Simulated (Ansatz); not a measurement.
System: sum formula H3SiO4, net charge 0, doublet state. It need not be the lowest isomer of its formula. SMILES: [O][Si](O)(O)O
Geometry from a B3LYP-D3(BJ)/def2-TZVP (Ansatz, a program for electronic structure) optimisation:
```xyz
8

Si    -0.0018     0.0143    -0.0279
O      0.9145    -0.1529    -1.3971
O     -1.5663    -0.1017    -0.4568
O      0.5755    -1.1955     0.9111
O      0.1575     1.4180     0.7826
H     -2.1885     0.5029    -0.0436
H      0.5494    -2.0921     0.5645
H      1.0146     1.6462     1.1508
```
Charge 0, spin multiplicity 2.

Wanted: atomisation energy (electronic, to ground-state atoms), in kcal/mol. Cores are frozen in the correlated levels unless marked. UHF or UKS for open shells. No spin-orbit coupling. No relativistic terms. The coupled-cluster limit lacks core correlation, which all-electron functionals hold. Basis-set limits of correlation are two-point, X^-3; Hartree-Fock from the larger set.

```json
[
 {"level": "B97M-V/def2-TZVPD", "program": "Ansatz", "atomisation energy (kcal/mol)": "768.9"},
 {"level": "B3LYP-D4/def2-TZVPD", "program": "Ansatz + dftd4", "atomisation energy (kcal/mol)": "763.1"},
 {"level": "CAM-B3LYP-D4/def2-TZVPD", "program": "Ansatz + dftd4", "atomisation energy (kcal/mol)": "771.5"},
 {"level": "B2GP-PLYP-D4/def2-TZVPD", "program": "Ansatz + dftd4", "atomisation energy (kcal/mol)": "757.3"},
 {"level": "RI-MP2/cc-pV(Q+d)Z", "program": "Ansatz", "atomisation energy (kcal/mol)": "791.1"},
 {"level": "SCS-MP2/cc-pV(T+d)Z", "program": "Ansatz", "atomisation energy (kcal/mol)": "762.4"}
]
```

Q: What does CCSD(T)/CBS(cc-pV(T+d)Z,cc-pV(Q+d)Z) (Ansatz) give?

A: 775.7 kcal/mol, so SCS-MP2/cc-pV(T+d)Z differs from it by -13.3 kcal/mol.
